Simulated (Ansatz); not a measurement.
Computed with Ansatz on PBE0-D4/def2-TZVP structures; ΔE is electronic, products minus reactants. CCSD(T)/CBS is the MP2 limit (def2-TZVPP, def2-QZVPP) plus CCSD(T) − MP2 in def2-TZVPP, frozen cores. This one scheme is used for every species. DFT in def2-TZVPP. Each species was taken in one conformer, which may not be the lowest.

`[SiH3][NH][AlH][SiH2]Cl` + H–F → `[F][AlH][SiH2]Cl` + `N[SiH3]`  (ligand exchange at the Al–N bond)

| level | ΔE (eV) |
| --- | --- |
| BHLYP | -0.96 |
| MP2/def2-TZVPP | -0.74 |
| CCSD(T)/def2-TZVPP | -0.75 |
| MP2/CBS(def2) | -0.75 |

Problem. What does CCSD(T)/CBS give? (Estimate.)

Solution. Computed: -0.76 eV. The listed levels differ from it by -0.20, 0.02, 0.01, 0.01 eV.

Largest T1 diagnostic among the species: 0.012.

Leaving LDA and LC-ωPBE aside and taking each functional with its dispersion term where it has one, the values, not all of them listed here, spread over 0.17 eV, from B2PLYP to revPBE-D4. LDA lies +0.12 eV from PBE without D4. In def2-TZVPP, CCSD(T) changes the Hartree–Fock value by +0.25 eV (the triples alone add +0.04 eV) and MP2 by +0.26 eV. From BLYP to BHLYP (50 % exact exchange), in def2-TZVPP and without D4, ΔE moves by +0.04 eV.
